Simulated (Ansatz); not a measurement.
CH3ClOSi (`ClC1O[SiH2]1`). Charge 0, multiplicity 1.

Cartesian coordinates in Å:
```
Cl 0.883 -0.145 -2.115
C 0.532 -0.548 -0.435
O 1.014 0.409 0.515
Si -0.661 0.401 0.543
H 0.862 -1.563 -0.235
H -1.344 1.566 -0.049
H -1.286 -0.119 1.776
```

(1) What are the harmonic wavenumbers in cm⁻¹ at PBE0-D4/def2-TZVP (Ansatz, finite differences of forces, unscaled)? (An estimate is asked.)

(2) Is this a minimum?

(3) Give the ideal-gas thermochemistry at 298.15 K and 1 bar (rigid rotor, harmonic oscillator; point group C1, symmetry number 1).

(4) And at 400, 500, 600, 800 and 1000 K?

Results:

(1) Ansatz gave: 211, 363, 479, 629, 652, 702, 765, 854, 945, 1071, 1103, 1272, 2264, 2292, 3160.

(2) Yes, all 15 modes are real.

(3) Zero-point energy 100.3 kJ/mol; H(298) − E = 114.9 kJ/mol; entropy 296.5 J/(mol·K), of which translation 165.6, rotation 107.4, vibration 23.5; G(298) − E = 26.5 kJ/mol.

(4) 
```
T (K)  H − E (kJ/mol)  S (J/mol/K)  G − E (kJ/mol)
  400           123.3        320.7            -5.0
  500           132.9        342.2           -38.1
  600           143.6        361.6           -73.4
  800           167.1        395.3          -149.1
 1000           192.7        423.8          -231.1
```
